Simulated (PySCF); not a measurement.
# Worked example: oscillator strength and radiative lifetime

C4H12NSi, SMILES [Si](N(C)C)(C)C (connectivity only; charge and spin as stated), charge +1, multiplicity 1.

Geometry optimised at B3LYP-D3(BJ)/def2-SVP. The spin state was assumed, not searched. The isomer is the one that the SMILES or the coordinates give; other isomers of the formula were not compared. One conformer was computed; it need not be the lowest.

TDA-M06-2X/def2-SVPD (PySCF) puts the first singlet state with f over 0.02 at 5.81 eV (vertical), with the transition dipole (0.000, 0.000, 1.401) in atomic units.

Question: Find the oscillator strength, the wavelength and the radiative lifetime that this transition would have in vacuum if emission retraced absorption.

Answer: 
|μ|² = 1.9628 au, so |μ| = 3.56 D. ΔE = 5.81/27.211 = 0.2135 hartree. f = (2/3) ΔE |μ|² = 0.279 (the program prints 0.279).
λ = 1239.84/5.81 = 213 nm; ν = 46861 cm⁻¹.
Einstein's coefficient A = 0.6670 ν² f s⁻¹ (ν in cm⁻¹) = 4.1e8 s⁻¹, so τ = 1/A = 2.4 ns. This state is S1. The figure is the radiative limit of this one transition; relaxation, internal conversion, crossing to triplets and a medium change what is measured.
